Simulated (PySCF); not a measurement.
Correlation energy of Sr (strontium, neutral)

[Kr] 4d1 5s1, high-spin 3D determinant (an excited configuration). All numbers are calculated (PySCF 2.14, the spin-free X2C one-electron Hamiltonian (Gaussian nucleus), in x2c-TZVPPall (8s6p6d2f1g, 79 functions)). Frozen: [Ar] 3d10; 10 electrons correlated.

```tsv
level	correlation energy (mhartree)
CCSD	-219.02
(T)	-6.22
CCSD(T)	-225.24
```

Diagnostics: T1 = 0.017, D1 = 0.0560, largest double amplitude 0.049.

Cost of the coupled-cluster step: roughly 12 core-seconds, for 10 correlated electrons.

Iterations:

```
CC2 = 0
CCSD nocc = (np.int64(6), np.int64(4)), nmo = (65, 65)
frozen orbitals [[0, 1, 2, 3, 4, 5, 6, 7, 8, 9, 10, 11, 12, 13], [0, 1, 2, 3, 4, 5, 6, 7, 8, 9, 10, 11, 12, 13]]
max_cycle = 100
direct = 0
conv_tol = 1e-08
conv_tol_normt = 1e-06
diis_space = 8
diis_start_cycle = 0
Init t2, MP2 energy = -0.203932246327038
Init E_corr(UCCSD) = -0.203932246329777
cycle = 1  E_corr(UCCSD) = -0.214801468487451  dE = -0.0108692222  norm(t1,t2) = 0.0526638
cycle = 2  E_corr(UCCSD) = -0.21790631180826  dE = -0.00310484332  norm(t1,t2) = 0.0187103
cycle = 3  E_corr(UCCSD) = -0.219190308648817  dE = -0.00128399684  norm(t1,t2) = 0.00958321
cycle = 4  E_corr(UCCSD) = -0.219022446302951  dE = 0.000167862346  norm(t1,t2) = 0.00191953
cycle = 5  E_corr(UCCSD) = -0.218992453533451  dE = 2.99927695e-05  norm(t1,t2) = 0.00087284
cycle = 6  E_corr(UCCSD) = -0.219023075944447  dE = -3.0622411e-05  norm(t1,t2) = 0.000253345
cycle = 7  E_corr(UCCSD) = -0.21902013377376  dE = 2.94217069e-06  norm(t1,t2) = 7.39004e-05
cycle = 8  E_corr(UCCSD) = -0.219019382135712  dE = 7.51638047e-07  norm(t1,t2) = 2.76772e-05
cycle = 9  E_corr(UCCSD) = -0.219019528037465  dE = -1.45901752e-07  norm(t1,t2) = 1.53439e-05
cycle = 10  E_corr(UCCSD) = -0.219019574336905  dE = -4.62994406e-08  norm(t1,t2) = 4.25422e-06
cycle = 11  E_corr(UCCSD) = -0.219019548593181  dE = 2.57437245e-08  norm(t1,t2) = 1.02459e-06
cycle = 12  E_corr(UCCSD) = -0.219019553108835  dE = -4.51565363e-09  norm(t1,t2) = 1.72506e-07
UCCSD converged
E(UCCSD) = -3177.469563993698  E_corr = -0.2190195531088346
UCCSD(T) correction = -0.00621705567480949
```

This basis was not built for core-valence correlation, so the inner-shell part is incomplete.
